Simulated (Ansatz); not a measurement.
All numbers were calculated with Ansatz.

AlFH4OSi (`O[SiH2][AlH][F]`). The species carries charge 0 and has multiplicity 1. Geometry: relaxed with PBE0-D4/def2-TZVP. It is one conformer, not always the lowest.

```xyz
8

O     0.798   -1.057    1.422
Si   -0.357   -0.873    0.248
Al   -0.006    1.208   -1.023
F     1.040    2.259   -0.280
H     1.152   -0.258    1.814
H    -1.731   -0.885    0.837
H    -0.267   -2.079   -0.620
H    -0.629    1.686   -2.398
```

(1) What is the dipole moment at PBE/def2-TZVPP? (Estimate.)

(2) And with r2SCAN, B3LYP, ωB97M-V? (Estimate.)

(3) Give the Mulliken charges with PBE, B3LYP, r2SCAN in def2-TZVPP. (Estimate.)

## Answers

(1) The calculation gave: 0.68 D, with components (-0.59, 0.22, -0.25) D in this frame, pointing from negative to positive charge.

(2) The calculation gave: r2SCAN 0.72 D, B3LYP 0.85 D, ωB97M-V 0.84 D.

(3) The calculation gave: 
```json
{"atom": "O1", "PBE": "-0.35", "B3LYP": "-0.39", "r2SCAN": "-0.42"}
{"atom": "Si2", "PBE": "0.22", "B3LYP": "0.30", "r2SCAN": "0.28"}
{"atom": "Al3", "PBE": "0.50", "B3LYP": "0.57", "r2SCAN": "0.63"}
{"atom": "F4", "PBE": "-0.32", "B3LYP": "-0.36", "r2SCAN": "-0.37"}
{"atom": "H5", "PBE": "0.20", "B3LYP": "0.19", "r2SCAN": "0.21"}
{"atom": "H6", "PBE": "-0.08", "B3LYP": "-0.09", "r2SCAN": "-0.10"}
{"atom": "H7", "PBE": "-0.06", "B3LYP": "-0.07", "r2SCAN": "-0.08"}
{"atom": "H8", "PBE": "-0.11", "B3LYP": "-0.13", "r2SCAN": "-0.16"}
```

B3LYP here is the variant with VWN-RPA as its local correlation; programs differ in this.
